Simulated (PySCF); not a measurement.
**Diatomic cations of F with group 14**

MP2 with double-zeta basis sets in PySCF, for the lowest determinant that a PBE0 search found; no spin–orbit coupling. De refers to high-spin ground-configuration atoms (the charge goes to the atom of lower measured ionisation energy or higher electron affinity, which is not always the lowest computed limit).

| M | basis | reference, frozen orbitals | charged atom | state (unpaired electrons) | Re (Å) | ωe (cm⁻¹) | De (eV) |
| --- | --- | --- | --- | --- | --- | --- | --- |
| C | aug-cc-pVDZ | RHF, 2 | C+ | singlet (closed shell) | 1.172 | 1731 | 7.60 |
| Si | 6-31G(d,p) | RHF, 6 | Si+ | singlet (closed shell) | 1.561 | 1050 | 6.71 |
| Ge | cc-pVDZ-PP/cc-pVDZ | RHF, 5 | Ge+ | singlet (closed shell) | 1.708 | 804 | 5.38 |
| Sn | x2c-SVPall | RHF, 19 | Sn+ | singlet (closed shell) | 1.901 | 712 | 4.95 |
| Pb | def2-SVP | RHF, 5 | Pb+ | singlet (closed shell) | 2.000 | 645 | n/a |

The shortest bond is that of CF⁺ (1.172 Å), the longest that of PbF⁺ (2.000 Å).

The rows differ in basis set, which adds steps of its own.

Down a group the atoms grow and get heavier, so bonds lengthen and wavenumbers fall; this series shows no clear exception.

Correlated steps freeze the inner cores (2 to 19 orbitals); shallow outer-core shells are correlated. Correlated levels converge slowly with the basis: in double zeta they bind strong bonds too weakly, by up to about 1 eV, and carry superposition errors of some tenths. Spin–orbit coupling is left out, which matters for elements this heavy, above all for dissociation energies. For an ion De counts to the pair picked by the measured ionisation energies or electron affinities, which need not be the lowest pair at this level. Where the molecule has an RHF reference, its open-shell atoms are computed with UHF.
